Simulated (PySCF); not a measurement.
**19F chemical shifts**

How the numbers were obtained: GFN2-xTB geometry, GIAO PBE0/pcSseg-1 shieldings, in PySCF (no relativistic terms, isolated molecule, rapidly exchanging positions averaged, single conformer).

Shieldings were converted by a linear fit to measured shifts: 19F: δ = 146.13 − 0.903σ +14.6 on sp3 carbon (rms 6.0 ppm, 223 shifts, 7.0 ppm with the 5 outliers that the fit left out vs CFCl3, solution or neat liquid). A few per cent of atoms miss by over 2 rms, more outside the fitted compound classes.

Q: Give the 19F shifts of `OC[C@@]1(OC(F)F)C=CC1`, `CC/C(F)=C(/OC)C(=O)F`, `CC(C)(C(=O)F)C(=O)F`, `C[C@]1(C(F)F)COCC1=O`, `C=C(F)[Si]1(CF)[SiH2]O[SiH2]1`, `CC1=NN([SiH3])C[C@H]1F`.

A: 
```tsv
compound	environment	δ (ppm)
[OH:1][CH2:2][C@@:3]1([O:4][CH:5]([F:6])[F:7])[CH:8]=[CH:9][CH2:10]1	F7: fluorine of a CF2 group	-72.3
[OH:1][CH2:2][C@@:3]1([O:4][CH:5]([F:6])[F:7])[CH:8]=[CH:9][CH2:10]1	F6: fluorine of a CF2 group	-84.5
[CH3:1][CH2:2]/[C:3]([F:4])=[C:5](/[O:6][CH3:7])[C:8](=[O:9])[F:10]	F10: fluorine bonded to C	24.4
[CH3:1][CH2:2]/[C:3]([F:4])=[C:5](/[O:6][CH3:7])[C:8](=[O:9])[F:10]	F4: vinylic fluorine	-109.3
CC(C)(C(=O)F)C(=O)F	fluorine bonded to C (×2)	28.2
[CH3:1][C@:2]1([CH:3]([F:4])[F:5])[CH2:6][O:7][CH2:8][C:9]1=[O:10]	F5: fluorine of a CF2 group	-122.9
[CH3:1][C@:2]1([CH:3]([F:4])[F:5])[CH2:6][O:7][CH2:8][C:9]1=[O:10]	F4: fluorine of a CF2 group	-132.7
[CH2:1]=[C:2]([F:3])[Si:4]1([CH2:5][F:6])[SiH2:7][O:8][SiH2:9]1	F3: vinylic fluorine	-94.0
[CH2:1]=[C:2]([F:3])[Si:4]1([CH2:5][F:6])[SiH2:7][O:8][SiH2:9]1	F6: fluorine on an sp3 carbon	-264.7
CC1=NN([SiH3])C[C@H]1F	fluorine on an sp3 carbon	-165.7
```
